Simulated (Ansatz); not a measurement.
Species: NH3 (charge +1, doublet). SMILES: [NH3+]

Atoms: N1, H2, H3, H4. Bonds: N1-H2, N1-H3, N1-H4.

Bond lengths (Å) and angles (degrees) optimised at HF/STO-3G with Ansatz (a first-principles code); HF/3-21G with Ansatz; HF/6-31G* with Ansatz; PBE/6-31G* with Ansatz; B3LYP/LANL2DZ with Ansatz; B3LYP/6-31G* with Ansatz, each started from the B3LYP-D3(BJ)/def2-TZVP structure (Ansatz) of the last column. A row stands for all coordinates that are equal there. 6-31G* holds six Cartesian d functions. No wavenumbers were computed at HF/STO-3G, PBE/6-31G*, B3LYP/LANL2DZ, so these may be saddle points.

```csv
coordinate,HF/STO-3G,HF/3-21G,HF/6-31G*,PBE/6-31G*,B3LYP/LANL2DZ,B3LYP/6-31G*,B3LYP-D3(BJ)/def2-TZVP
N1-H2,1.056,1.019,1.012,1.036,1.032,1.029,1.026
H2-N1-H3,120.0,120.0,120.0,120.0,120.0,120.0,120.0
```

Mean signed difference of all 3 bond lengths from B3LYP-D3(BJ)/def2-TZVP: HF/STO-3G 0.031 Å, HF/3-21G -0.006 Å, HF/6-31G* -0.013 Å, PBE/6-31G* 0.010 Å, B3LYP/LANL2DZ 0.007 Å, B3LYP/6-31G* 0.004 Å.
